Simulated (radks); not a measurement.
The numbers below are computed, except where a source is named.
Problem. The table gives one normalised radial function P(r) = r R(r) of S2+ in [Ne] 3s2 3p1 5f1 (r in bohr). Level of theory: non-relativistic Kohn-Sham, PBE, spin-polarised, spherical densities, point nucleus; open shells are filled with parallel spins first (a radial shooting solver on a logarithmic mesh with Libxc functionals).

r         P
0.005613   0.0013
0.007486   0.0023
0.01006    0.0041
0.01342    0.0071
0.0179     0.0122
0.02407    0.0211
0.03211    0.0352
0.04282    0.0576
0.05757    0.0929
0.07679    0.1427
0.1032     0.2111
0.1377     0.2903
0.1837     0.3669
0.2469     0.4125
0.3293     0.3819
0.4392     0.2381
0.5905    -0.0377
0.7876    -0.3823
1.059     -0.6997
1.412     -0.8385
1.884     -0.7316
2.533     -0.4512
3.378     -0.1896
4.542     -0.0457
6.057     -0.0059
8.079     -0.0003
10.86     0.0000
14.49     0.0000
19.32     0.0000
25.98     0.0000

Which n and l does it have? It may be an empty orbital.

Solution. n = 3, l = 1: the number of nodes gives n - l - 1 = 1, the rise at small r (about r^(l+1)) gives l, and the extent must fit the shell. The curve is that of 3p down; the table hardly tells the two spins apart. 3p down (empty): eigenvalue -35.754 eV, 1 radial node at r = 0.571 bohr, <r> = 1.67 bohr, 90 % of the charge inside 2.53 bohr.
